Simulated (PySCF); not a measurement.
# How the method changes the shape and vibrations of AlClGeH3 anion

All numbers below are calculated, not measured. They come from PySCF 2.14.0, an open-source quantum chemistry program, on an isolated molecule that a program drew, which may never have been made. The molecule is AlClGeH3 anion (charge -1, singlet), drawn as the SMILES string `[Cl][AlH][GeH2-]`.

The geometry was optimised and harmonic frequencies were computed with HF and MP2, all in the aug-cc-pV(D+d)Z basis, for the commonest isotopes, with a restricted reference for singlets and an unrestricted one otherwise, and a frozen core in MP2. Germanium has the aug-cc-pVDZ-PP basis, with a core potential (ECP10MDF) in place of its 10 inner electrons, and its 3s, 3p and 3d shells are frozen in MP2. Each result is a local minimum of its method.

Geometry at the HF minimum:
```xyz
6
AlClGeH3 anion, angstrom
Cl   -0.7550    3.1461    0.4219
Al   -0.4883    1.1490    1.3740
Ge    0.4628   -0.8579    0.2671
H    -0.7086    1.4363    2.9440
H    -0.4375   -1.9033    1.0619
H    -0.3713   -0.8191   -1.0797
```

Lengths of the bonds as drawn, in Å (atoms numbered as above):
```
bond,HF,MP2
Cl1-Al2,2.228,2.235
Al2-Ge3,2.481,2.459
Al2-H4,1.611,1.616
Ge3-H5,1.592,1.598
Ge3-H6,1.585,1.590
```

Rotational constants, in GHz:
```
constant     HF    MP2
       A  14.83  14.82
       B  1.136  1.147
       C  1.065  1.075
```

Harmonic frequencies in cm^-1, each column in rising order, so a row needn't be the same motion in every method:
| rank | HF | MP2 |
|---|---|---|
| 1 | 93 | 86 |
| 2 | 147 | 152 |
| 3 | 236 | 219 |
| 4 | 299 | 286 |
| 5 | 433 | 431 |
| 6 | 527 | 473 |
| 7 | 540 | 496 |
| 8 | 725 | ? |
| 9 | 940 | 874 |
| 10 | 1828 | 1793 |
| 11 | 1896 | 1879 |
| 12 | 1930 | 1913 |

**Estimate the missing MP2 frequency from the HF column.**

A single factor s that minimises the squared misfit of MP2 against s times HF over the other rows is sum(HF x MP2) / sum(HF^2) = 0.9798, with an rms misfit of 24 cm^-1. For rank 8 it gives 0.9798 x 725 = 710 cm^-1. The calculation gives 684 cm^-1, 26 cm^-1 below the estimate. The drawn bonds are on average 0.1 % longer in MP2 than in HF.
